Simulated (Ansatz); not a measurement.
`N[CH2][GeH2][NH2]` + `N[SiH2]N` → `N[SiH2][NH][GeH2][NH2]` + CH₃NH₂  (ligand exchange at a Ge–C bond)

Program: Ansatz. Geometries: PBE0-D4/def2-TZVP. ΔE: electronic, gas phase. CCSD(T)/CBS adds triple-zeta CCSD(T) − MP2 to the extrapolated MP2 energy (def2 sets, frozen cores). This one scheme is used for every species. Functionals use def2-TZVPP. B3LYP here is the variant with VWN-RPA as its local correlation; programs differ in this. For Ge outer-core shells are correlated without core-valence functions, which leaves a few kJ/mol of doubt a bond. Scalar relativity is left out up to krypton. Each species was taken in one conformer, which may not be the lowest.

```json
{"level": "PBE-D4", "ΔE (kJ/mol)": "-41.9", "difference from CCSD(T)/CBS": "4.7"}
{"level": "r2SCAN-D4", "ΔE (kJ/mol)": "-46.3", "difference from CCSD(T)/CBS": "0.3"}
{"level": "PBE0-D4", "ΔE (kJ/mol)": "-44.4", "difference from CCSD(T)/CBS": "2.2"}
{"level": "B3LYP-D4", "ΔE (kJ/mol)": "-47.7", "difference from CCSD(T)/CBS": "-1.1"}
{"level": "ωB97X-V", "ΔE (kJ/mol)": "-47.2", "difference from CCSD(T)/CBS": "-0.6"}
{"level": "ωB97M-V", "ΔE (kJ/mol)": "-45.7", "difference from CCSD(T)/CBS": "0.9"}
{"level": "B2PLYP", "ΔE (kJ/mol)": "-47.8", "difference from CCSD(T)/CBS": "-1.2"}
{"level": "PBE", "ΔE (kJ/mol)": "-39.6", "difference from CCSD(T)/CBS": "7.0"}
{"level": "r2SCAN", "ΔE (kJ/mol)": "-45.5", "difference from CCSD(T)/CBS": "1.1"}
{"level": "PBE0", "ΔE (kJ/mol)": "-42.2", "difference from CCSD(T)/CBS": "4.4"}
{"level": "B3LYP", "ΔE (kJ/mol)": "-44.2", "difference from CCSD(T)/CBS": "2.4"}
{"level": "HF/def2-TZVPP", "ΔE (kJ/mol)": "-55.8", "difference from CCSD(T)/CBS": "-9.2"}
{"level": "MP2/def2-TZVPP", "ΔE (kJ/mol)": "-50.1", "difference from CCSD(T)/CBS": "-3.5"}
{"level": "SCS-MP2/def2-TZVPP", "ΔE (kJ/mol)": "-52.0", "difference from CCSD(T)/CBS": "-5.4"}
{"level": "CCSD/def2-TZVPP", "ΔE (kJ/mol)": "-49.4", "difference from CCSD(T)/CBS": "-2.8"}
{"level": "CCSD(T)/def2-TZVPP", "ΔE (kJ/mol)": "-49.7", "difference from CCSD(T)/CBS": "-3.1"}
{"level": "HF/def2-QZVPP", "ΔE (kJ/mol)": "-56.1", "difference from CCSD(T)/CBS": "-9.5"}
{"level": "MP2/def2-QZVPP", "ΔE (kJ/mol)": "-48.4", "difference from CCSD(T)/CBS": "-1.8"}
{"level": "SCS-MP2/def2-QZVPP", "ΔE (kJ/mol)": "-50.4", "difference from CCSD(T)/CBS": "-3.8"}
{"level": "HF/CBS(def2)", "ΔE (kJ/mol)": "-56.1", "difference from CCSD(T)/CBS": "-9.5"}
{"level": "MP2/CBS(def2)", "ΔE (kJ/mol)": "-47.0", "difference from CCSD(T)/CBS": "-0.4"}
{"level": "CCSD/CBS(def2)", "ΔE (kJ/mol)": "-46.3", "difference from CCSD(T)/CBS": "0.3"}
{"level": "CCSD(T)/CBS", "ΔE (kJ/mol)": "-46.6", "difference from CCSD(T)/CBS": "0"}
```

Largest T1 diagnostic among the species: 0.011.

In def2-TZVPP, CCSD(T) changes the Hartree–Fock value by +6.1 kJ/mol (the triples alone add −0.3 kJ/mol) and MP2 by +5.7 kJ/mol. The D4 term adds −3.5 kJ/mol with B3LYP and −2.2 kJ/mol with PBE0; it sums over pairs of atoms, weighted by their polarisabilities, and B3LYP, whose exchange is more repulsive, gets the larger term.
